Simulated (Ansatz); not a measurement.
Reaction (ligand exchange at a W–C bond): `[CH3][W]([NH2])(=[S])=[S]` + CH₃OH → `C[O][W]([NH2])(=[S])=[S]` + CH₄

Computed with Ansatz on PBE0-D4/def2-TZVP structures; ΔE is electronic, products minus reactants. CCSD(T)/CBS is the MP2 limit (def2-TZVPP, def2-QZVPP) plus CCSD(T) − MP2 in def2-TZVPP, frozen cores. This one scheme is used for every species. Functionals use def2-TZVPP. B3LYP here is the variant with VWN-RPA as its local correlation; programs differ in this. Elements past krypton have def2 core potentials. For W outer-core shells are correlated without core-valence functions, which leaves a few kJ/mol of doubt a bond. Each species was taken in one conformer, which may not be the lowest.

Is it downhill or uphill in electronic energy at CCSD(T)/CBS, and by how much? (Estimate.)

Ansatz gave: Downhill: ΔE = -1.18 eV.

What do these levels give: PBE-D4, PBE0-D4, r2SCANh-D4, CAM-B3LYP-D4, PBE, r2SCAN, B3LYP, r2SCAN0, MP2/def2-TZVPP, HF/def2-QZVPP, MP2/CBS(def2), CCSD/CBS(def2)? (Estimate.)

Ansatz gave: PBE-D4 -1.28, PBE0-D4 -1.22, r2SCANh-D4 -1.31, CAM-B3LYP-D4 -1.33, PBE -1.26, r2SCAN -1.34, B3LYP -1.30, r2SCAN0 -1.25, MP2/def2-TZVPP -1.22, HF/def2-QZVPP -1.24, MP2/CBS(def2) -1.20, CCSD/CBS(def2) -1.14 eV.

Largest T1 diagnostic among the species: 0.022, so the coupled-cluster value is less sure than usual.

From PBE to PBE0 (25 % exact exchange), in def2-TZVPP and without D4, ΔE moves by +0.06 eV. Leaving LDA and LC-ωPBE aside and taking each functional with its dispersion term where it has one, the values, not all of them listed here, spread over 0.17 eV, from BLYP-D4 to PBE-QIDH. At CCSD(T), def2-SVP lies −0.13 eV from the extrapolated value and def2-TZVPP −0.02 eV.
